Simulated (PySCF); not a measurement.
# Energy of K+ (potassium, charge +1) between two integer charges

The 3p beta orbital of [Ar] is emptied in steps (occupation f), with all orbitals relaxed, ending at [Ne] 3s2 3p5. Calculation: PySCF 2.14, in jorge-DZP-DKH (8s6p1d, 31 functions); scalar relativity by spin-free X2C-1e. The exact energy is a straight line in f; departures are measured from the line between the end points of the same method.

Question: Among UHF, LDA, PBE, PBE0, r2SCAN, LC-wPBE, BHandHLYP, wB97X, CAM-B3LYP, BLYP, which shows the largest delocalisation error (convex curve), and which is closest to linear?

Answer: Most convex: LDA (-1.818 eV at f = 0.5); closest to linear: UHF (0.216 eV).

```tsv
f	UHF (eV)	LDA (eV)	PBE (eV)	PBE0 (eV)	r2SCAN (eV)	LC-wPBE (eV)	BHandHLYP (eV)	wB97X (eV)	CAM-B3LYP (eV)	BLYP (eV)
1	0.000	0.000	0.000	0.000	0.000	0.000	0.000	0.000	0.000	0.000
0.75	0.166	-1.363	-1.322	-0.953	-1.233	-0.402	-0.591	-0.470	-0.682	-1.328
0.5	0.216	-1.818	-1.758	-1.265	-1.620	-0.529	-0.789	-0.619	-0.910	-1.770
0.25	0.159	-1.363	-1.312	-0.943	-1.194	-0.389	-0.593	-0.458	-0.682	-1.325
0	0.000	0.000	0.000	0.000	0.000	0.000	0.000	0.000	0.000	0.000
```

```json
{"method": "UHF", "E(f=0) − E(f=1) (eV)": "30.973", "−ε at f=1 (eV)": "31.880", "−ε at f=0.5 (eV)": "30.955"}
{"method": "LDA", "E(f=0) − E(f=1) (eV)": "32.186", "−ε at f=1 (eV)": "24.932", "−ε at f=0.5 (eV)": "32.185"}
{"method": "PBE", "E(f=0) − E(f=1) (eV)": "31.964", "−ε at f=1 (eV)": "24.905", "−ε at f=0.5 (eV)": "31.991"}
{"method": "PBE0", "E(f=0) − E(f=1) (eV)": "32.056", "−ε at f=1 (eV)": "26.963", "−ε at f=0.5 (eV)": "32.082"}
{"method": "r2SCAN", "E(f=0) − E(f=1) (eV)": "32.166", "−ε at f=1 (eV)": "25.524", "−ε at f=0.5 (eV)": "32.274"}
{"method": "LC-wPBE", "E(f=0) − E(f=1) (eV)": "32.124", "−ε at f=1 (eV)": "29.964", "−ε at f=0.5 (eV)": "32.157"}
{"method": "BHandHLYP", "E(f=0) − E(f=1) (eV)": "31.941", "−ε at f=1 (eV)": "28.793", "−ε at f=0.5 (eV)": "31.937"}
{"method": "wB97X", "E(f=0) − E(f=1) (eV)": "32.051", "−ε at f=1 (eV)": "29.532", "−ε at f=0.5 (eV)": "32.085"}
{"method": "CAM-B3LYP", "E(f=0) − E(f=1) (eV)": "32.026", "−ε at f=1 (eV)": "28.390", "−ε at f=0.5 (eV)": "32.029"}
{"method": "BLYP", "E(f=0) − E(f=1) (eV)": "31.776", "−ε at f=1 (eV)": "24.696", "−ε at f=0.5 (eV)": "31.784"}
```

Reference removal energy between the ground levels: 31.625 eV (measured; NIST Atomic Spectra Database, ionization energies). The calculation has no spin-orbit coupling. UHF lacks correlation.
